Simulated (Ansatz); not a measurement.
Coupled-cluster diagnostics for the cluster As3P2⁺, Ansatz.

Geometry of the singlet (PBE-D4/def2-SVP):

```xyz
5

P     0.1045    1.6202   -0.2831
P     0.3812    0.3887    1.5546
As   -1.5085   -0.1827    0.1050
As    0.6645   -1.5916    0.3245
As    0.3583   -0.2346   -1.7009
```

Correlated methods freeze 37 core orbitals; core or outer-core shells of As are correlated, in sets that lack core-valence functions. At PBE0-D4/def2-TZVP a singlet of charge 1 lies 1.57 eV below the triplet, each at its own geometry. At PBE0-D4/def2-TZVP a singlet of charge 1 lies 3.17 eV below the quintet, each at its own geometry. The structure comes from a short search, and lower isomers may exist.

Geometry of the charge 1 triplet (PBE-D4/def2-SVP):

```xyz
5

P     0.235   -1.364   -1.303
P     0.817    0.789   -0.812
As   -1.478   -0.049   -0.248
As   -0.188    1.529    1.337
As    0.614   -0.905    1.025
```

Geometry of the charge 1 quintet (PBE-D4/def2-SVP):

```xyz
5

P     0.1517    1.4613   -0.8387
P     1.7284   -0.0038   -0.4105
As    0.5981    0.6922    1.5151
As   -1.0552   -2.2296   -0.5254
As   -1.4230    0.0799    0.2595
```

Estimate the CCSD(T) correlation energy, the shares of MP2 and (T), T1 and the reference's ⟨S²⟩ for: charge 1, singlet, own geometry in def2-SVP; charge 1, triplet, own geometry in def2-SVP; charge 1, quintet, own geometry in def2-SVP; and the rough time on 4 threads of Arm Neoverse V1 on a shared host.


```tsv
state	basis	correlation (eV)	MP2 share (%)	(T) share (%)	T1	⟨S²⟩ (pure)	wall time	remarks
charge 1, singlet, own geometry	def2-SVP	-25.887	95.8	5.0	0.013	0.00 (0.00)	16 s	–
charge 1, triplet, own geometry	def2-SVP	-25.920	95.5	5.3	0.021	2.22 (2.00)	65 s	spin-contaminated
charge 1, quintet, own geometry	def2-SVP	-24.631	94.2	4.6	0.021	6.07 (6.00)	73 s	–
```
Customary marks for T1 are 0.02 (closed shells), 0.045 (open shells) and about 0.05 (3d metals). T1 exceeds 0.02 in 2 of 3 rows and 0.045 in 0; the higher it lies, the less the single-reference result can be trusted.
